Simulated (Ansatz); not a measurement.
CH7NOSi2 can be A, `N[C@H]1O[Si@@H]1[SiH3]`, or B, `N=C([SiH3])O[SiH3]`.

Program: Ansatz. Geometries: PBE0-D4/def2-TZVP. ΔE: electronic, gas phase. CBS: MP2 limit from def2 TZ/QZ plus the TZ coupled-cluster correction, frozen cores. DFT in def2-TZVPP. B3LYP here is the variant with VWN-RPA as its local correlation; programs differ in this. Each species was taken in one conformer, which may not be the lowest.

A:

```xyz
12

N     0.046   -1.897   -1.700
C    -0.136   -1.211   -0.492
O     1.067   -0.979    0.369
Si    0.437    0.480   -0.134
Si   -0.523    1.876    1.470
H     0.290   -2.870   -1.558
H     0.727   -1.468   -2.310
H    -0.930   -1.648    0.111
H     1.219    1.182   -1.189
H    -1.312    2.939    0.790
H    -1.417    1.075    2.345
H     0.533    2.519    2.297
```

B:

Z-matrix (Å, degrees):
```
Si
C 1 1.901
H 1 1.483 2 109.4
H 1 1.483 2 109.4 3 -120.4
H 1 1.485 2 107.4 3 119.8
O 2 1.346 1 113.3 3 60.2
N 2 1.266 1 128.3 3 -119.8
Si 6 1.693 2 117.6 1 179.9
H 7 1.015 2 112.7 1 0.0
H 8 1.482 6 101.9 2 -180.0
H 8 1.480 6 111.5 2 62.8
H 8 1.480 6 111.4 2 -62.7
```

Problem. Which isomer does CCSD(T)/CBS put lower? Give the gap. (Best estimate.)

Solution. The calculation gave: B, by 22.9 kcal/mol.

Problem. Give E(B) − E(A) in kcal/mol with MP2/def2-TZVPP, B2PLYP, CCSD(T)/def2-TZVPP, ωB97M-V, B3LYP, B3LYP-D4, CCSD/def2-TZVPP. (An estimate is asked.)

Solution. Ansatz gave: MP2/def2-TZVPP -23.8, B2PLYP -24.6, CCSD(T)/def2-TZVPP -24.3, ωB97M-V -23.8, B3LYP -24.1, B3LYP-D4 -24.7, CCSD/def2-TZVPP -24.9. None reverses the order clearly.

Largest T1 diagnostic: 0.015.

In def2-TZVPP, CCSD(T) changes the Hartree–Fock value by +9.5 kcal/mol (the triples alone add +0.7 kcal/mol) and MP2 by +10.0 kcal/mol. From PBE to PBE0 (25 % exact exchange), in def2-TZVPP and without D4, E(B) − E(A) moves by −1.4 kcal/mol.
